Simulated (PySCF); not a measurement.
BH₂, SMILES [BH2] (connectivity only; charge and spin as stated), charge +1, multiplicity 1. The structure is a stationary point at PBE0-D3(BJ)/def2-TZVPD. The spin state was assumed, not searched. The isomer is the one that the SMILES or the coordinates give; other isomers of the formula were not compared.

Level of theory: PBE0-D3(BJ)/def2-TZVPD run with PySCF 2.14.0.

Harmonic wavenumbers (cm⁻¹): 993, 993, 2657, 2948. Rotational constants (GHz): 180.3 (linear); symmetry number 2.

Q: Work out the zero-point energy and the ideal-gas rigid-rotor harmonic-oscillator thermochemistry at 298.15 K and 1 atm.

A: ZPE = ½ Σ hcν = ½ × 7592 cm⁻¹ = 45.41 kJ/mol. H − E(el) = 54.28 kJ/mol. Entropy in J/(mol K): translation 140.57, rotation 31.98, vibration 0.80, total 173.35. G − E(el) = 2.60 kJ/mol. Cp = 32.32 J/(mol K).
